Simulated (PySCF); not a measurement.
**Radial density of Mg⁺ (magnesium, charge +1)**

UHF, [Ne] 3d1, 2D determinant (an excited configuration). All numbers are calculated (PySCF 2.14, no relativity, point nucleus, in aug-cc-pVTZ with one added diffuse shell each of s, p, d, f type (7s6p4d3f, 66 functions)).

```csv
r (bohr),4πr²ρ (e/bohr),4πr²(ρα − ρβ)
0.00188,0.04619,0.0000
0.00316,0.1265,0.0000
0.00531,0.3402,0.0000
0.00893,0.8822,0.0000
0.0150,2.159,0.0000
0.0253,4.781,0.0000
0.0425,8.985,-0.0001
0.0715,12.88,-0.0001
0.120,12.12,-0.0002
0.202,7.803,-0.0006
0.340,8.996,-0.0014
0.572,10.80,-0.0013
0.962,4.824,0.0020
1.62,0.5419,0.0235
2.72,0.1297,0.1233
4.58,0.2039,0.2039
7.70,0.07995,0.0800
13.0,0.001255,0.0013
```

The outer electron is Rydberg-like, and this basis confines it to a smaller radius and binds it less than a complete one would.
